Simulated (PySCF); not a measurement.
# Electron correlation in Se (selenium, neutral)

[Ar] 3d10 4s1 4p4 4d1, one real determinant (an excited configuration). Computed with PySCF 2.14 in aug-cc-pVQZ-PP with ECP10MDF (7s6p5d3f2g, 89 functions), with a scalar-relativistic core potential. Frozen: 3s2 3p6 3d10; 6 electrons correlated.

```csv
level,correlation energy (mhartree)
CCSD,-122.06
(T),-19.34
CCSD(T),-141.40
```

Diagnostics: T1 = 0.019, D1 = 0.0507, largest double amplitude 0.299.

The real determinant used has ⟨L²⟩ near 8 against 12 for a pure F term, so it mixes terms. The outer electron is Rydberg-like, and this basis confines it to a smaller radius and binds it less than a complete one would. A double-excitation amplitude exceeds 0.15, a sign of near-degeneracy.

Cost of the coupled-cluster step: roughly 27 core-seconds, for 6 correlated electrons.

The reference is one real determinant that mixes LS terms of this configuration.
